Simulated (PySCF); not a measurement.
PySCF input for (2R)-1-silyloxypropan-2-ol (C₃H₁₀O₂Si), SMILES C[C@@H](O)CO[SiH3], TDA-CAM-B3LYP/def2-SVPD. Geometry: B3LYP-D3(BJ)/def2-SVP. The values are those of a single conformer.

```python
import numpy as np
from pyscf import gto, scf, dft, tdscf

mol = gto.M(
    atom='''
    C    -2.27441644    0.56463565    0.32396745
    C    -1.51961377   -0.49866786   -0.47289530
    O    -1.27661800   -0.08085148   -1.80123496
    C    -0.19629340   -0.88632055    0.18481853
    O     0.66434611    0.24318240    0.11951225
    Si    2.21592304    0.28322284    0.73864150
    H    -3.18313405    0.86144847   -0.21949841
    H    -2.56428989    0.19187658    1.31990151
    H    -1.64218699    1.45580557    0.46171435
    H    -2.13780321   -1.41069094   -0.54231010
    H    -0.56422226    0.57401551   -1.74180553
    H     0.24999877   -1.73387559   -0.36724501
    H    -0.35687392   -1.19941952    1.23404918
    H     2.19935063    0.03603877    2.21182606
    H     3.07152059   -0.75680896    0.09245856
    H     2.74483479    1.63995936    0.44836612
    ''',
    basis='def2-SVPD',
    charge=0,
    spin=0,
    max_memory=1600,
    verbose=4,
)
mf = dft.RKS(mol, xc='cam-b3lyp').density_fit(auxbasis='def2-universal-jkfit')
mf.grids.level = 3
mf.conv_tol = 1e-9
mf.max_cycle = 100
mf.kernel()
mf.grids = dft.Grids(mol).set(level=1).build(with_non0tab=True)  # coarser grid for the response kernel
td = tdscf.TDA(mf)
td.singlet = True
td.nstates = 6
td.conv_tol = 1e-4
td.positive_eig_threshold = 1e-6
td.kernel(x0=td.get_init_guess(mf, 11))
td.analyze()
tt = tdscf.TDA(mf)
tt.singlet = False
tt.nstates = 2
tt.conv_tol = 1e-4
tt.positive_eig_threshold = 1e-6
tt.kernel(x0=tt.get_init_guess(mf, 7))
tt.analyze(verbose=3)
```

Output:

```
PySCF version 2.14.0

[INPUT] verbose = 4
[INPUT] num. atoms = 16
[INPUT] num. electrons = 58
[INPUT] charge = 0
[INPUT] spin (= nelec alpha-beta = 2S) = 0
[INPUT] symmetry False subgroup None
[INPUT] Mole.unit = angstrom
[INPUT] Symbol           X                Y                Z      unit          X                Y                Z       unit  Magmom
[INPUT]  1 C     -2.274416440000   0.564635650000   0.323967450000 AA   -4.298024164808   1.067006738666   0.612209753774 Bohr   0.0
[INPUT]  2 C     -1.519613770000  -0.498667860000  -0.472895300000 AA   -2.871653840418  -0.942345682523  -0.893642602594 Bohr   0.0
[INPUT]  3 O     -1.276618000000  -0.080851480000  -1.801234960000 AA   -2.412458385690  -0.152787153966  -3.403840760392 Bohr   0.0
[INPUT]  4 C     -0.196293400000  -0.886320550000   0.184818530000 AA   -0.370940766060  -1.674903098074   0.349256404445 Bohr   0.0
[INPUT]  5 O      0.664346110000   0.243182400000   0.119512250000 AA    1.255432199820   0.459548134314   0.225845421031 Bohr   0.0
[INPUT]  6 Si     2.215923040000   0.283222840000   0.738641500000 AA    4.187487658714   0.535213599822   1.395830139238 Bohr   0.0
[INPUT]  7 H     -3.183134050000   0.861448470000  -0.219498410000 AA   -6.015251572278   1.627901678726  -0.414791879677 Bohr   0.0
[INPUT]  8 H     -2.564289890000   0.191876580000   1.319901510000 AA   -4.845805596091   0.362594185918   2.494252365300 Bohr   0.0
[INPUT]  9 H     -1.642186990000   1.455805570000   0.461714350000 AA   -3.103283656424   2.751073817916   0.872513669282 Bohr   0.0
[INPUT] 10 H     -2.137803210000  -1.410690940000  -0.542310100000 AA   -4.039862575116  -2.665819523005  -1.024817563585 Bohr   0.0
[INPUT] 11 H     -0.564222260000   0.574015510000  -1.741805530000 AA   -1.066225544783   1.084732105153  -3.291535413953 Bohr   0.0
[INPUT] 12 H      0.249998770000  -1.733875590000  -0.367245010000 AA    0.472429206778  -3.276549999169  -0.693992489513 Bohr   0.0
[INPUT] 13 H     -0.356873920000  -1.199419520000   1.234049180000 AA   -0.674393969800  -2.266574401257   2.332014974444 Bohr   0.0
[INPUT] 14 H      2.199350630000   0.036038770000   2.211826060000 AA    4.156170342590   0.068103405166   4.179745488576 Bohr   0.0
[INPUT] 15 H      3.071520590000  -0.756808960000   0.092458560000 AA    5.804332701062  -1.430161663017   0.174721356272 Bohr   0.0
[INPUT] 16 H      2.744834790000   1.639959360000   0.448366120000 AA    5.186986010278   3.099074045817   0.847289170334 Bohr   0.0

nuclear repulsion = 318.297884494363
number of shells = 92
number of NR pGTOs = 298
number of NR cGTOs = 210
basis = def2-SVPD
ecp = {}


[settings echo left out]
init E= -560.278524779667
  HOMO = -0.346194025165496  LUMO = -0.0217647925749835  gap/eV = 8.82817
cycle= 1 E= -559.775107857014  delta_E= 0.503  |g|= 0.844  |ddm|= 5.14
  HOMO = -0.216026086683986  LUMO = 0.0286503729147727  gap/eV = 6.65799
cycle= 2 E= -559.680980785499  delta_E= 0.0941  |g|= 1.13  |ddm|= 1.97
  HOMO = -0.342764077701936  LUMO = 0.027061959497388  gap/eV = 10.06348
cycle= 3 E= -559.912039258829  delta_E= -0.231  |g|= 0.0689  |ddm|= 1.04
  HOMO = -0.344840141787335  LUMO = 0.0315180676513425  gap/eV = 10.24123
cycle= 4 E= -559.912811448449  delta_E= -0.000772  |g|= 0.0367  |ddm|= 0.145
  HOMO = -0.341882907369614  LUMO = 0.0308991305301971  gap/eV = 10.14392
cycle= 5 E= -559.913068088794  delta_E= -0.000257  |g|= 0.0114  |ddm|= 0.048
  HOMO = -0.343162418153744  LUMO = 0.030758999000656  gap/eV = 10.17492
cycle= 6 E= -559.913090394694  delta_E= -2.23e-05  |g|= 0.00273  |ddm|= 0.0142
  HOMO = -0.343080708343261  LUMO = 0.0307532128621846  gap/eV = 10.17254
cycle= 7 E= -559.913092064822  delta_E= -1.67e-06  |g|= 0.000427  |ddm|= 0.00427
  HOMO = -0.343076982262229  LUMO = 0.0307812223928003  gap/eV = 10.17320
cycle= 8 E= -559.913092121508  delta_E= -5.67e-08  |g|= 8.72e-05  |ddm|= 0.00114
  HOMO = -0.343077206372968  LUMO = 0.0307755170617643  gap/eV = 10.17305
cycle= 9 E= -559.913092124135  delta_E= -2.63e-09  |g|= 2.16e-05  |ddm|= 0.000262
  HOMO = -0.343078116753293  LUMO = 0.030775034386413  gap/eV = 10.17306
cycle= 10 E= -559.913092124281  delta_E= -1.46e-10  |g|= 1.08e-05  |ddm|= 6.45e-05
  HOMO = -0.343076996367394  LUMO = 0.0307757904757793  gap/eV = 10.17305
Extra cycle  E= -559.913092124294  delta_E= -1.34e-11  |g|= 9.44e-06  |ddm|= 3.27e-05
converged SCF energy = -559.913092124294
tot grids = 57032
Overwritten attributes  positive_eig_threshold  of <class 'pyscf.tdscf.rks.TDA'>


******** <class 'pyscf.tdscf.rks.TDA'> for <class 'pyscf.df.df_jk.DFRKS'> ********
nstates = 6 singlet
deg_eia_thresh = 1.000e-03
wfnsym = None
conv_tol = 0.0001
eigh lindep = 1e-12
eigh level_shift = 0
eigh max_cycle = 100


Excitation energies (eV)
[7.17233162 7.33731035 8.02143981 8.09982685 8.2568111  8.38032734]

** Singlet excitation energies and oscillator strengths **
Excited State   1:      7.17233 eV    172.86 nm  f=0.0032
      28 -> 30        0.62171
      28 -> 31        0.10184
      29 -> 30       -0.25107
Excited State   2:      7.33731 eV    168.98 nm  f=0.0175
      28 -> 30        0.24772
      29 -> 30        0.56052
      29 -> 33        0.16978
      29 -> 34        0.16877
      29 -> 35        0.11700
      29 -> 36        0.12481
Excited State   3:      8.02144 eV    154.57 nm  f=0.0228
      26 -> 30        0.45742
      26 -> 31        0.11103
      27 -> 30        0.37935
      29 -> 31       -0.12178
      29 -> 32        0.16161
      29 -> 33        0.13647
      29 -> 34        0.13764
Excited State   4:      8.09983 eV    153.07 nm  f=0.0035
      29 -> 31       -0.13832
      29 -> 32        0.60512
      29 -> 33       -0.11378
      29 -> 35       -0.20001
      29 -> 37       -0.13821
Excited State   5:      8.25681 eV    150.16 nm  f=0.0605
      25 -> 30        0.10171
      28 -> 30       -0.12921
      28 -> 31        0.64236
      29 -> 31       -0.12611
Excited State   6:      8.38033 eV    147.95 nm  f=0.0032
      28 -> 32        0.26100
      28 -> 33       -0.53463
      28 -> 35        0.29350
      29 -> 33        0.12818

** Transition electric dipole moments (AU) **
state          X           Y           Z        Dip. S.      Osc.
  1         0.0813     -0.0846     -0.0680      0.0184      0.0032
  2        -0.2228      0.2133      0.0450      0.0972      0.0175
  3        -0.3373     -0.0378      0.0296      0.1161      0.0228
  4        -0.0543      0.0982      0.0695      0.0174      0.0035
  5        -0.2129      0.1907      0.4662      0.2990      0.0605
  6        -0.0183      0.0375      0.1180      0.0157      0.0032

** Transition velocity dipole moments (imaginary part, AU) **
state          X           Y           Z        Dip. S.      Osc.
  1         0.0116     -0.0144      0.0018      0.0003      0.0009
  2        -0.0615      0.0586      0.0219      0.0077      0.0190
  3        -0.0995      0.0096     -0.0040      0.0100      0.0226
  4        -0.0068      0.0200      0.0210      0.0009      0.0020
  5        -0.0656      0.0607      0.1429      0.0284      0.0624
  6         0.0022      0.0012      0.0128      0.0002      0.0004

** Transition magnetic dipole moments (imaginary part, AU) **
state          X           Y           Z
  1        -0.2270     -0.5900      0.0675
  2        -0.5375     -0.5682      0.2044
  3        -0.5383      0.0985      0.6981
  4         0.0428     -0.1293     -0.3653
  5         0.3212      0.3163      0.0754
  6         1.0239      0.4198      0.1243


******** <class 'pyscf.tdscf.rks.TDA'> for <class 'pyscf.df.df_jk.DFRKS'> ********
nstates = 2 triplet
deg_eia_thresh = 1.000e-03
wfnsym = None
conv_tol = 0.0001
eigh lindep = 1e-12
eigh level_shift = 0
eigh max_cycle = 100


Excitation energies (eV)
[6.81947523 7.06965068]

** Triplet excitation energies and oscillator strengths **
Excited State   1:      6.81948 eV    181.81 nm  f=0.0000
Excited State   2:      7.06965 eV    175.38 nm  f=0.0000
```

The calculation finished and met its thresholds.

Cost: about 14 core-minutes (a rough figure).
